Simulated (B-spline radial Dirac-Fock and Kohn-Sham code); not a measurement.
**Auger parameter of thulium: the L3 level and its strongest L3-MM line**

Level of theory: multi-electron Dirac-Fock with separately optimised hole states, Breit and Lamb-shift corrections added in first order; a radial atomic solver. The modified Auger parameter α′ is the binding energy plus the kinetic energy of the Auger electron; it does not depend on the energy zero. For free ions it tends to fall with charge, since less charge screens the final holes.

```
            species           configuration  binding 2p3/2 (eV)  Auger line  kinetic (eV)  α′ (eV)
                 Tm           [Xe] 4f13 6s2              8647.7    M3M3 J=2        4834.9  13482.6
                 Tm       [Xe] 4f11 5d2 6s2              8665.8    M3M3 J=2        4809.0  13474.8
                Tm⁺           [Xe] 4f13 6s1              8655.0    M3M3 J=2        4826.3  13481.3
 Tm⁺ (Watson 1.8 Å)           [Xe] 4f13 6s1              8647.8    M3M3 J=2        4833.9  13481.7
               Tm²⁺               [Xe] 4f13              8663.4    M3M3 J=2        4816.7  13480.2
Tm²⁺ (Watson 2.7 Å)               [Xe] 4f13              8652.8    M3M3 J=2        4827.4  13480.2
               Tm³⁺               [Xe] 4f12              8685.2    M3M3 J=2        4789.7  13474.9
               Tm³⁺           [Xe] 4f10 6s2              8713.8    M3M3 J=2        4752.2  13466.0
  Tm³⁺ (Watson 2 Å)               [Xe] 4f12              8663.6    M3M3 J=2        4811.3  13474.9
               Tm⁴⁺               [Xe] 4f11              8709.5    M3M3 J=2        4760.1  13469.7
               Tm⁵⁺  [Kr] 4d10 4f11 5s2 5p5              8728.4    M3M3 J=2        4741.0  13469.4
               Tm⁶⁺  [Kr] 4d10 4f11 5s2 5p4              8748.1    M3M3 J=2        4721.1  13469.2
               Tm⁷⁺  [Kr] 4d10 4f11 5s2 5p3              8768.7    M3M3 J=2        4700.9  13469.6
```

Values without a named source are computed, but for edge energies of neutral atoms, which are taken from tables.
